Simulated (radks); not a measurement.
Values are calculated unless marked as measured or tabulated.
Ionisation of neutral fluorine, [He] 2s2 2p5, to F+, [He] 2s2 2p4, under several functionals. Scalar-relativistic Kohn-Sham, spin-polarised, spherical densities, point nucleus; open shells are filled with parallel spins first; a radial shooting solver on a logarithmic mesh with Libxc functionals. Known Delta-SCF values: RPBE 17.748 eV. What does LDA (Slater exchange, VWN5 correlation) give, and what is its highest occupied eigenvalue?

Answer. 18.051 eV by Delta-SCF; the 2p eigenvalue is -10.438 eV. NIST: 17.423 eV (measured).
